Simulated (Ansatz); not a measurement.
CH4MgOSe, SMILES [O](C)[Mg][SeH]. Atoms are numbered in the order given.

```xyz
8

Mg     0.1576    -0.3526    -0.4098
O      0.6138    -1.4994    -1.6780
C      0.9694    -2.3929    -2.6695
H      0.6326    -2.0573    -3.6716
H      2.0682    -2.5314    -2.7292
H      0.5280    -3.3965    -2.5018
Se    -0.4503     1.2375     1.3219
H     -1.4723     0.2936     1.8244
```

Geometry: B3LYP-D3(BJ)/def2-SVP. The structure was generated by enumeration; whether it is a known compound was not checked. Other conformers were not sampled.

Two levels are set side by side: PBE-D3(BJ)/def2-SVP (Ansatz, a quantum-chemistry and plane-wave program) and B3LYP-D3(BJ)/def2-SVP (Ansatz). Each level has its own optimised geometry; the coordinates shown are those of the second. Differences are taken from unrounded values.

```csv
quantity,B3LYP-D3(BJ),PBE-D3(BJ),PBE-D3(BJ) minus B3LYP-D3(BJ)
mean bond length (Å),1.484,1.492,0.008
bond Mg1–O2 (Å),1.770,1.782,0.012
bond Mg1–Se7 (Å),2.428,2.436,0.008
bond O2–C3 (Å),1.381,1.383,0.002
bond C3–H4 (Å),1.109,1.118,0.009
bond C3–H5 (Å),1.109,1.118,0.009
bond C3–H6 (Å),1.109,1.118,0.009
bond Se7–H8 (Å),1.479,1.488,0.009
```

GGA bonds tend to be longer and softer than those of functionals with exact exchange. Differences between two approximate levels are no errors against the true value.
